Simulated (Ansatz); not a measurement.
Stepwise reaction of `[Cl][Ge]([Cl])([Br])[Br]` with hydrogen, as a gas-phase model of exchange steps in deposition or etching. ΔE in kJ/mol; ΔG adds harmonic PBE0-D4 terms to CCSD(T)/CBS, at 1 bar.

Gas-phase electronic energies from Ansatz, PBE0-D4/def2-TZVP geometries. CCSD(T)/CBS is the MP2 limit (def2-TZVPP, def2-QZVPP) plus CCSD(T) − MP2 in def2-TZVPP, frozen cores. This one scheme is used for every species. Functionals use def2-TZVPP. B3LYP here is the variant with VWN-RPA as its local correlation; programs differ in this. For Br, Ge outer-core shells are correlated without core-valence functions, which leaves a few kJ/mol of doubt a bond. Scalar relativity is left out up to krypton.

```tsv
step	reaction	PBE-D4	B3LYP-D4	ωB97M-V	CCSD(T)/CBS	ΔG(500 K)
1	`[Cl][Ge]([Cl])([Br])[Br]` + H₂ → `[Cl][GeH]([Cl])[Br]` + HBr	55.3	54.5	50.4	51.2	40.1
```

Q: Give the row of step 2, `[Cl][GeH]([Cl])[Br]` + H₂ → `[Cl][GeH2][Cl]` + HBr. (Best estimate.)

A: The calculation gave: 
```
step                                             reaction  PBE-D4  B3LYP-D4  ωB97M-V  CCSD(T)/CBS  ΔG(500 K)
   2  `[Cl][GeH]([Cl])[Br]` + H₂ → `[Cl][GeH2][Cl]` + HBr    61.4      59.7     57.1         57.8       53.0
```

Q: By hand: ΔE of the 2 steps together at CCSD(T)/CBS.

A: (51.2) + (57.8) = 109.0 kJ/mol, or 54.5 kJ/mol a step.

In ΔE each step is higher than the one before. All are uphill at CCSD(T)/CBS. ΔG lies between 40.1 and 53.0 kJ/mol a step. PBE-D4 differs from CCSD(T)/CBS by 3.6 to 4.1 kJ/mol a step. Only this route is followed, and other bonds may react first. Isolated molecules leave out the surface, adducts and barriers. Largest T1 diagnostic: 0.009.
